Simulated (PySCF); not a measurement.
**Nuclear quadrupole coupling in `O=Cc1nncs1`**

Species: C3H2N2OS.
Geometry (GFN2-xTB, Å), atoms numbered from 1 in this order:
```
atom  x, y, z in Å
O1    -2.4234    0.8546    0.9167
C2    -1.8788    0.1598    0.1024
C3    -0.4347    0.0007   -0.0232
N4     0.1374   -0.7547   -0.9079
N5     1.4448   -0.7549   -0.8476
C6     1.9165    0.0014    0.0863
S7     0.7172    0.8198    1.0180
H8    -2.4308   -0.4377   -0.6442
H9     2.9652    0.1171    0.2744
```

Field gradients from the PBE0/pcSseg-1 density (PySCF, non-relativistic), principal values in atomic units, ordered |Vxx| ≤ |Vyy| ≤ |Vzz|:

| atom | Vxx | Vyy | Vzz |
| --- | --- | --- | --- |
| O1 | 0.4638 | 1.6018 | -2.0657 |
| N4 | 0.5516 | 0.6110 | -1.1627 |
| N5 | 0.5228 | 0.6322 | -1.1550 |
| S7 | -0.4049 | -1.0795 | 1.4844 |

Find the asymmetry η = (Vxx − Vyy)/Vzz and the couplings χ = eQV/h (234.96 MHz × Q in barn × V in au), with Q(17O) = −0.0256 b, Q(14N) = 0.02044 b, Q(33S) = −0.0678 b.

```
atom             environment  nucleus     η  χzz (MHz)  χxx (MHz)  χyy (MHz)
  O1         aldehyde oxygen      17O  0.55      12.43      -2.79      -9.64
  N4  pyridine-type nitrogen      14N  0.05      -5.58       2.65       2.93
  N5  pyridine-type nitrogen      14N  0.09      -5.55       2.51       3.04
  S7   thiophene-type sulfur      33S  0.45     -23.65       6.45      17.20
```

What is Vzz at N4 in SI units (1 au = 9.71736 × 10²¹ V/m²)?

-1.1627 au = -11.298 × 10²¹ V/m².

What couplings would deuterons (Q(2H) = 0.00286 b) have in place of the hydrogens, at this geometry?

```tsv
atom	bonded to	bond length (Å)	Vzz (au)	η	χzz (kHz)
H8	C2	1.104	0.2709	0.02	182
H9	C6	1.072	0.3379	0.07	227
```

Geometry: GFN2-xTB, one conformer, isolated molecule. GFN2-xTB bond lengths can be off by several hundredths of an ångström, more for odd bonds, and the gradients follow them. The basis is small and wasn't made for field gradients, so the couplings can be 20 % off.
